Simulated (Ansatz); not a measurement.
diboron tetrafluoride anion (B2F4), SMILES FB(F)B(F)F (connectivity only; charge and spin as stated), charge -1, multiplicity 2.

Coordinates come from a PBE-D3(BJ)/def2-SVPD optimisation. The spin state was assumed, not searched. One conformer was computed; it need not be the lowest.

Two levels are set side by side: PBE/def2-SVPD (Ansatz, a quantum-chemistry and plane-wave program) and PBE0/def2-SVPD (Ansatz). Energy differences of separate SCF runs at the same geometry; the states with an electron removed or added have multiplicity 1. Differences are taken from unrounded values.

| quantity | PBE0 |
|---|---|
| vertical ionisation energy (eV) | 1.48 |

### Question
What does PBE give, and how far is it from PBE0? (Estimate from the structure and the level; the computed values follow.)

### Answer

```tsv
quantity	PBE	PBE minus PBE0
vertical ionisation energy (eV)	1.35	-0.12
```
